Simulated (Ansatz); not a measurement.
Molecule: sum formula HBOCl (charge 0, doublet). It need not be the lowest isomer of its formula. 
Geometry from a B3LYP-D3(BJ)/def2-TZVP (Ansatz, a quantum-chemistry and plane-wave program) optimisation:
SMILES: O[B]Cl
```xyz
4

B     -0.1620     0.5726     0.5773
Cl     0.8603    -0.4802    -0.3990
O     -1.4866     0.6527     0.5051
H     -1.9222     0.0783    -0.1443
```
Charge 0, spin multiplicity 2.

Basis-set convergence of Hartree-Fock and CCSD correlation energies (hartree) with Ansatz. Correlated levels leave the core frozen unless marked. Open shells are spin-unrestricted. Spin-orbit coupling is left out. Non-relativistic.

```tsv
basis	functions	E(HF)	E(corr, CCSD)
cc-pV(D+d)Z	56	-559.67670	-0.40736
cc-pV(T+d)Z	113	-559.72446	-0.52217
cc-pV(Q+d)Z	204	-559.73574	-0.56164
cc-pV(5+d)Z	337	-559.73816	-0.57496
```

Extrapolating the two largest sets (X = 4 and 5) as X^-3: E(corr) = (125·(-0.57496) - 64·(-0.56164))/61 = -0.5889 Eh, an estimate of the basis-set limit. The largest set recovers 97.6 % of it, the smallest 69.2 %.
